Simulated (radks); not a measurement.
Results of a calculation; reference values are marked as such.
Spherical quantum dot in the effective-mass picture: electrons in a parabolic well V = omega^2 r^2 / 2 with omega = 0.679, all in effective atomic units (hartree* = m*/eps^2 hartree, bohr* = eps/m* bohr), one dielectric constant everywhere. Level of theory: non-relativistic Kohn-Sham, PBE, spin-polarised, spherical densities (a radial shooting solver with Libxc functionals). Levels are named by radial order and angular momentum (1s, 1p, 1d, 2s, ...), and open shells are averaged over m.

N = 17, configuration 1s2 1p6 1d(up 5, down 4). This is the lowest configuration that the search found. Occupied and some empty levels:

level,occupation,eigenvalue (hartree*),<r> (bohr*)
1s up,1,7.1243,2.056
1s down,1,7.1316,2.042
1p up,3,7.4292,2.565
1p down,3,7.4405,2.559
1d up,5,7.7767,2.911
1d down,4,7.7895,2.910
2s up,0,7.8581,2.487
2s down,0,7.8648,2.493
1f up,0,8.1643,3.182
1f down,0,8.1774,3.183
2p up,0,8.3009,2.801
2p down,0,8.3084,2.803

Energy (hartree*): total 82.3707, kinetic 9.3808, external 30.730, Hartree 48.369, exchange-correlation -6.1092.
